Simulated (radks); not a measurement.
Ionisation of the caesium ion Cs+, [Xe], to [Kr] 4d10 5s2 5p5 as the strength of local exchange is varied. All-electron calculation, non-relativistic Kohn-Sham, Slater X-alpha exchange (alpha = 2/3 is LDA exchange), no correlation, spin-polarised, spherical densities, point nucleus; relativity is left out, which matters for an element this heavy. Program: a radial shooting solver on a logarithmic mesh with Libxc functionals.

| alpha | E(Cs+) (hartree) | exchange (hartree) | IE (eV) | -e of the level emptied (eV) | <r> of it (bohr) |
|---|---|---|---|---|---|
| 0.608 | -7529.7520 | -159.4816 | 21.365 | 16.687 (5p) | 2.124 |
| 0.655 | -7542.0898 | -172.0725 | 21.997 | 17.297 (5p) | 2.106 |
| 0.667 | -7545.2429 | -175.2932 | 22.159 | 17.455 (5p) | 2.102 |
| 0.829 | -7587.9297 | -219.0126 | 24.411 | 19.640 (5p) | 2.045 |
| 0.845 | -7592.1578 | -223.3547 | 24.639 | 19.862 (5p) | 2.040 |
| 0.949 | -7619.6937 | -251.6846 | 26.143 | 21.331 (5p) | 2.006 |
| 1.005 | -7634.5588 | -267.0151 | 26.970 | 22.140 (5p) | 1.988 |
| 1.032 | -7641.7354 | -274.4256 | 27.373 | 22.535 (5p) | 1.980 |

NIST Atomic Spectra Database: 23.157 eV (measured). The Delta-SCF value meets it near alpha = 0.74. Relativity is left out here, which matters for elements this heavy. Open shells are spherical and high-spin; term and fine-structure splittings are not resolved.
